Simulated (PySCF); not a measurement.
## A thermochemical cycle for SnHg

PBE in PySCF with def2-SVP on every atom (core potentials on Sn, Hg), for the lowest determinant that a PBE0 search found; no spin–orbit coupling. SnHg, a triplet (π ↑↑), has De = 0.45 eV to neutral atoms, and SnHg⁺, a doublet (π ↑), has De = 0.97 eV to Sn⁺ + Hg.

The adiabatic ionisation energy of SnHg, between the minima, is 6.74 eV.

Q: Which ionisation energy of the Sn atom does this level give?

A: IE(Sn) = IE(molecule) + De(ion) − De(neutral) = 6.74 + 0.97 − 0.45 = 7.26 eV; the measured value is 7.344 eV (NIST ASD).

Weak bonds: SnHg. Basis-set superposition, not corrected here, can be much of De in a small basis, most of all at correlated wavefunction levels. These are scalar-relativistic numbers at best; spin–orbit coupling would shift them, the dissociation energy most. For an ion De counts to the pair picked by the measured ionisation energies or electron affinities, which need not be the lowest pair at this level. States were picked by a PBE0 search and need not be the measured ground states.
